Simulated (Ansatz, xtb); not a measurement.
Reaction (SMILES): C[SiH](C)[SiH3] + 2 [SiH4] (SiH4) -> 2 C[SiH3] + [SiH3][SiH3]
Each molecule is optimised on its own at B3LYP-D3(BJ)/def2-TZVP (Ansatz, a program for electronic structure).

Quantity: bond separation energy (electronic energy difference), in kcal/mol. Cores are frozen in the correlated levels unless marked. No spin-orbit coupling. Non-relativistic. Basis-set limits of correlation are two-point, X^-3; Hartree-Fock from the larger set. [CCSD(T)-MP2]/basis is that difference in the basis named.

| level | program | bond separation energy (kcal/mol) |
|---|---|---|
| GFN2-xTB | xtb | 0.2 |
| PBE/def2-TZVPD | Ansatz | -1.0 |
| PBE-D3(BJ)/def2-TZVPD | Ansatz + dftd3 | -0.1 |
| B3LYP-D3(BJ)/def2-TZVPD | Ansatz + dftd3 | 0.1 |
| B3LYP-D4/def2-TZVPD | Ansatz + dftd4 | 0.2 |
| PBE0-D3(BJ)/def2-TZVPD | Ansatz + dftd3 | -0.2 |
| PBE0-D4/def2-TZVPD | Ansatz + dftd4 | -0.2 |
| PBE0/def2-QZVPP | Ansatz | -1.2 |
| HSE06-D4/def2-TZVPD | Ansatz + dftd4 | -0.2 |
| B2GP-PLYP-D3(BJ)/def2-TZVPD | Ansatz + dftd3 | 0.0 |
| B2GP-PLYP/def2-TZVPD | Ansatz | -0.5 |
| CCSD/cc-pVTZ | Ansatz | … |
| RI-MP2/CBS(cc-pV(T+d)Z,cc-pV(Q+d)Z)+[CCSD(T)-MP2]/cc-pV(T+d)Z | Ansatz | -0.2 |

### Question
Complete the blanks.

### Answer

- CCSD/cc-pVTZ, bond separation energy (kcal/mol): -0.3
